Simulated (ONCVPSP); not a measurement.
Before and after: ONCV potential for titanium (Ti)

* Element: Ti
* Generator: ONCVPSP 4.0.1
* Type: optimised norm-conserving Vanderbilt (ONCV)
* Functional: LDA (Perdew-Wang 92)
* Relativity: scalar-relativistic
* Frozen core: [Ne]
* Valence charge: 12
* Reference configuration: 3s2 3p6 3d2 4s1.75 4p0.25
* Partial waves: 3s+4s: rc 1.55 bohr, ncon 4, nbas 9, qcut 9.6 1/bohr, 2 projectors; 3p+4p: rc 2.10 bohr, ncon 5, nbas 8, qcut 8.3 1/bohr, 2 projectors; 3d: rc 2.25 bohr, ncon 4, nbas 9, qcut 7.6 1/bohr, 2 projectors, debl 3.3 Ha
* Local potential: polynomial inside 1.00 bohr (lpopt 1, dvloc0 6 Ha)
* Core correction: none

Change: s: qcut 5.6.

Cutoffs: the cutoffs (Ha) at which the residual kinetic energy of the hardest occupied pseudo-wave falls to 1 and 0.1 mHa per electron; they do not see the model core or the augmentation charge, which bear on the density cutoff. Errors are all-electron minus pseudo energies relative to the spin-unpolarised reference configuration.

Q: What does the change do?

A: The potential gets neither clearly harder nor softer (26 Ha and 32 Ha → 20 Ha and 53 Ha); the d channel sets the loose cutoff, while the largest relative change is in s, which becomes softer; of the 4 tests that both files solve, the error grows in 0 and shrinks in 2 by more than 15 % and 0.3 meV (median size 0.5 → 0.0 meV); neither file shows a bound ghost.

| quantity | base | changed |
| --- | --- | --- |
| cutoff, loose | 26 Ha | 20 Ha |
| cutoff, tight | 32 Ha | 53 Ha |
| loose cutoff by channel | s 26 Ha, p 19 Ha, d 20 Ha | s 13 Ha, p 19 Ha, d 20 Ha |
| bound ghosts | none | none |
| GHOST(+) flags under 300 eV | none | none |
| error for 3s2 3p6 3d2 4s2 4p0, meV [ΔE -0.77 eV] | +0.1 | 0.0 |
| error for 3s2 3p6 3d2 4s1 4p0, meV [ΔE 6.76 eV] | +0.2 | 0.0 |
| error for 3s2 3p6 3d2 4s0 4p0, meV [ΔE 20.55 eV] | +1.5 | +0.1 |
| error for 3s2 3p6 3d2 4s0 4p1, meV [ΔE 10.61 eV] | +0.9 | 0.0 |
| s: phases at 1.57 bohr within 0.05 rad from the reference energy up to (Ha; the scan ends near 5) | to the end of the scan | to the end of the scan |
| p: phases at 2.13 bohr within 0.05 rad from the reference energy up to (Ha; the scan ends near 5) | to the end of the scan | to the end of the scan |
| d: phases at 2.28 bohr within 0.05 rad from the reference energy up to (Ha; the scan ends near 5) | 1.0 | 1.0 |
